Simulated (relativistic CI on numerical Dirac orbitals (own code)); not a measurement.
**Electric-dipole transitions in Rh38+**

Method of calculation: Dirac-Coulomb-Breit CI, orbitals from a KLI potential per configuration, model QED (radiative potential, 1s self-energy scaled to tabulated hydrogen-like ionisation energies), unscaled Slater integrals (own radial code, finite nucleus).

Configuration list (outside the closed core 1s2): 2s²2p³, 2s2p⁴, 2p⁵, 2p⁴3s, 2p⁴3p, 2p⁴3d, 2s²2p²3s, 2s²2p²3p, 2s²2p²3d, 2s2p³3s, 2s2p³3p, 2s2p³3d, 2s²2p²4s, 2s²2p²4p, 2s²2p²4d, 2s²2p²4f. Levels of other configurations are missing.

```tsv
λ vac (nm)	Lower	Upper	A (s⁻¹)	E lower (10³ cm⁻¹)	E upper (10³ cm⁻¹)
0.36273	2s²2p³ ⁴S°3/2 [2]	2s²2p²3d ²D5/2 [89]	8.81e+13	1105.2	28673.9
0.36280	2s²2p³ ⁴S°3/2 [2]	2s²2p²3d ²D3/2 [88]	1.45e+14	1105.2	28668.5
0.36290	2s²2p³ ²P°1/2 [4]	2s²2p²3d ²D3/2 [111]	1.47e+14	1432.8	28988.3
0.36335	2s²2p³ ²P°3/2 [1]	2s²2p²3d ⁴P1/2 [50]	2.30e+14	0.0	27521.9
0.36361	2s²2p³ ²P°3/2 [1]	2s²2p²3d ⁴P3/2 [49]	1.70e+14	0.0	27502.0
0.36366	2s²2p³ ²P°3/2 [1]	2s²2p²3d ⁴D5/2 [48]	9.44e+13	0.0	27497.9
0.36413	2s²2p³ ²D°5/2 [3]	2s²2p²3d ²F7/2 [94]	1.88e+14	1244.8	28707.9
0.36458	2s²2p³ ²D°5/2 [3]	2s²2p²3d ²D5/2 [89]	9.50e+13	1244.8	28673.9
0.36465	2s²2p³ ²P°3/2 [1]	2s²2p²3d ²F5/2 [45]	1.26e+14	0.0	27423.2
0.36505	2s2p⁴ ⁴P5/2 [5]	2s2p³3d ⁴P°3/2 [156]	2.17e+14	2476.2	29869.6
0.36533	2s2p⁴ ⁴P5/2 [5]	2s2p³3d ⁴D°5/2 [154]	1.70e+14	2476.2	29849.1
0.36535	2s2p⁴ ²D3/2 [8]	2s2p³3d ²D°5/2 [176]	2.08e+14	2912.6	30283.7
0.36580	2s2p⁴ ⁴P5/2 [5]	2s2p³3d ⁴D°7/2 [152]	1.64e+14	2476.2	29813.4
0.36894	2s2p⁴ ⁴P5/2 [5]	2s2p³3d ⁶D°7/2 [137]	5.60e+13	2476.2	29580.6
0.37761	2s²2p³ ²P°3/2 [6]	2s²2p²3d ²D5/2 [113]	1.92e+14	2544.1	29026.5
0.37761	2s²2p³ ⁴S°3/2 [2]	2s²2p²3d ²D5/2 [51]	1.53e+14	1105.2	27587.5
0.37889	2s²2p³ ⁴S°3/2 [2]	2s²2p²3d ⁴D5/2 [48]	5.67e+13	1105.2	27497.9
0.37906	2s2p⁴ ²D5/2 [10]	2s2p³3d ²F°7/2 [184]	1.35e+14	3953.2	30334.5
0.37923	2s²2p³ ²D°5/2 [3]	2s²2p²3d ²F7/2 [53]	2.55e+14	1244.8	27614.3
0.37961	2s²2p³ ²D°5/2 [3]	2s²2p²3d ²D5/2 [51]	7.13e+13	1244.8	27587.5
0.37963	2s²2p³ ²P°3/2 [6]	2s²2p²3d ²D5/2 [103]	1.80e+14	2544.1	28885.2
0.38014	2s²2p³ ²P°3/2 [6]	2s²2p²3d ²P3/2 [100]	1.62e+14	2544.1	28850.3
0.38018	2s²2p³ ²P°3/2 [1]	2s²2p²3d ²D5/2 [24]	1.30e+14	0.0	26303.4
0.38050	2s2p⁴ ²P1/2 [11]	2s2p³3d ²P°3/2 [191]	1.68e+14	4168.6	30449.8
0.38130	2s2p⁴ ⁴P5/2 [5]	2s2p³3d ⁴D°7/2 [93]	1.85e+14	2476.2	28702.6
0.38166	2s2p⁴ ²P3/2 [12]	2s2p³3d ²D°5/2 [192]	2.67e+14	4267.7	30468.9
0.38183	2s²2p³ ²P°1/2 [4]	2s²2p²3d ²D3/2 [54]	1.25e+14	1432.8	27622.5
0.38241	2s2p⁴ ²D3/2 [8]	2s2p³3d ²F°5/2 [115]	1.68e+14	2912.6	29062.4
0.38376	2s2p⁴ ²D5/2 [10]	2s2p³3d ²F°7/2 [162]	1.04e+14	3953.2	30011.3
0.38407	2s2p⁴ ⁴P3/2 [9]	2s2p³3d ⁴P°5/2 [148]	1.25e+14	3740.6	29777.7
```

Terms are leading LS components. Brackets give the number of a level in order of energy, since labels repeat. The list gives strong lines, with weight on those to low levels, without lines whose two gauges differ by over a factor of 2.5, among the lowest 200 of 359 levels, so that lines to higher ones, which can be the strongest, are missing. Levels whose partners in the same complex of configurations lie outside the list can be far off, and so can their lines. Rates are taken at the computed energies, electric ones in the length gauge.

At this charge energies of transitions that change n are usually good to better than 1 %, and those within a shell (Δn = 0) to a few per cent.

LS names give the leading component of a level, which can be under half, so a name can repeat, a term be missing and a line seem to break the LS rules.
